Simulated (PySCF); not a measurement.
## How methods differ on the excitation energy of Cr(2+)

Cr(2+) [Ar] 3d4 (5D) → Cr(2+) [Ar] 3d3 4s1 (5F), as a difference of total energies. All numbers are calculated (PySCF 2.14, scalar relativity by spin-free X2C-1e, in x2c-QZVPPall (11s7p5d3f2g, 96 functions)). Correlated levels: valence: [Ar] frozen; valence and next inner shell: [Ne] frozen. The calculations carry no spin-orbit coupling.

| method | excitation energy (eV) |
| --- | --- |
| UHF | 5.560 |
| LDA | 6.314 |
| PBE | 6.087 |
| PBE0 | 6.151 |
| r2SCAN | 5.926 |
| B97-3 | 6.204 |
| M06-2X | 6.334 |
| TPSSh | 6.118 |
| BLYP | 5.877 |
| MP2 (valence) | 5.975 |
| SCS-MP2 (valence) | 5.698 |
| MP2 (valence and next inner shell) | 6.201 |
| SCS-MP2 (valence and next inner shell) | 5.941 |

Task: How much does correlation contribute at MP2 (valence and next inner shell)?

Result: 6.201 − (5.560) = 0.641 eV, measured against UHF.

A first-order spin-orbit estimate (lowest level to lowest level, LS coupling) adds -0.023 eV.

The basis was made for the ground configuration and has no added diffuse functions, so the excitation energy can come out too high.
